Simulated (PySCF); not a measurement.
## Excitation energies in several basis sets

Compound: C3H7FOSi.
SMILES: `C/C(F)=C\O[SiH3]`

TDDFT with PBE0 (PySCF), vertical singlets, core orbitals frozen in the response, spherical d and f functions. The structure is a single PBE0-D3(BJ)/def2-SVP conformer in the gas phase; no vibrational or solvent corrections.

```json
{"basis": "6-31G*", "functions": "102", "diffuse": "no", "S1 (eV)": "5.26", "S2 (eV)": "6.79", "S3 (eV)": "7.30", "S4 (eV)": "7.59", "S5 (eV)": "7.88", "LUMO (eV)": "0.37", "α (au)": "57.1"}
{"basis": "def2-SVP", "functions": "123", "diffuse": "no", "S1 (eV)": "5.55", "S2 (eV)": "6.74", "S3 (eV)": "7.23", "S4 (eV)": "7.65", "S5 (eV)": "7.72", "LUMO (eV)": "0.46", "α (au)": "60.9"}
{"basis": "6-31+G*", "functions": "126", "diffuse": "yes", "S1 (eV)": "5.06", "S2 (eV)": "5.83", "S3 (eV)": "6.21", "S4 (eV)": "6.38", "S5 (eV)": "6.48", "LUMO (eV)": "-0.23", "α (au)": "65.5"}
{"basis": "def2-SVPD", "functions": "186", "diffuse": "yes", "S1 (eV)": "5.27", "S2 (eV)": "6.21", "S3 (eV)": "6.30", "S4 (eV)": "6.62", "S5 (eV)": "6.79", "LUMO (eV)": "-0.07", "α (au)": "71.0"}
{"basis": "aug-cc-pVDZ", "functions": "205", "diffuse": "yes", "S1 (eV)": "5.02", "S2 (eV)": "5.59", "S3 (eV)": "5.86", "S4 (eV)": "5.99", "S5 (eV)": "6.12", "LUMO (eV)": "-0.29", "α (au)": "72.5"}
{"basis": "def2-TZVP", "functions": "234", "diffuse": "no", "S1 (eV)": "5.24", "S2 (eV)": "6.38", "S3 (eV)": "6.86", "S4 (eV)": "6.95", "S5 (eV)": "7.20", "LUMO (eV)": "-0.01", "α (au)": "68.0"}
{"basis": "def2-TZVPD", "functions": "297", "diffuse": "yes", "S1 (eV)": "5.08", "S2 (eV)": "5.84", "S3 (eV)": "6.09", "S4 (eV)": "6.24", "S5 (eV)": "6.51", "LUMO (eV)": "-0.23", "α (au)": "72.1"}
```

Problem. How much do these states and the polarisability depend on the basis?

Solution. States are compared by their number. Against the largest diffuse basis here (def2-TZVPD, itself not a converged limit), sets without diffuse functions differ by up to 0.47 eV in S1 and 1.37 eV in S5; the smaller diffuse sets differ by up to 0.19 and 0.39 eV. State by state, the largest deviation of a set without diffuse functions is S1 0.47, S2 0.94, S3 1.21, S4 1.41, S5 1.37 eV. The same number needn't mean the same state in each row. Against def2-TZVPD the polarisability deviates by -21% in 6-31G*, -16% in def2-SVP, -9% in 6-31+G*, -2% in def2-SVPD, +1% in aug-cc-pVDZ, -6% in def2-TZVP. A single + in a Pople set puts diffuse functions on heavy atoms only.
